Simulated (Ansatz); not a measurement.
Correlation energies of C₂H₉FN₂Si (`CC[Si](N)(N)F`) by basis set

| atom | x (Å) | y (Å) | z (Å) |
| --- | --- | --- | --- |
| C1 | -0.6847 | 1.4959 | -0.9250 |
| C2 | 0.5610 | 0.6133 | -0.9317 |
| Si3 | 0.5614 | -0.7203 | 0.3681 |
| N4 | 0.3444 | -0.2633 | 1.9950 |
| N5 | -0.6802 | -1.8231 | 0.0030 |
| F6 | 2.0480 | -1.3346 | 0.3450 |
| H7 | -0.6375 | 2.2704 | -1.6947 |
| H8 | -1.5910 | 0.9107 | -1.0991 |
| H9 | -0.8054 | 1.9993 | 0.0380 |
| H10 | 1.4593 | 1.2215 | -0.7770 |
| H11 | 0.6932 | 0.1437 | -1.9140 |
| H12 | -0.5464 | 0.0423 | 2.3456 |
| H13 | 1.1116 | 0.0631 | 2.5569 |
| H14 | -0.9238 | -2.0480 | -0.9468 |
| H15 | -0.9099 | -2.5709 | 0.6366 |

Charge 0, multiplicity 1. Geometry: relaxed with PBE0-D4/def2-TZVP. It is one conformer, not always the lowest. Frozen core, restricted reference, Ansatz 0.2.0. CBS rows extrapolate triple and quadruple zeta; past MP2 they add the triple-zeta difference.

```tsv
basis	HF (Eh)	MP2 corr.
def2-TZVPP	-578.54795	-1.15110
def2-QZVPP	-578.57169	-1.23874
```

Q: Estimate the CCSD correlation energy and the (T) correction in each basis where they were run (hartree).

A: 
| basis | CCSD corr. | (T) |
| --- | --- | --- |
| def2-TZVPP | -1.19612 | -0.04277 |
| CBS(def2) | -1.34867 | as TZ |
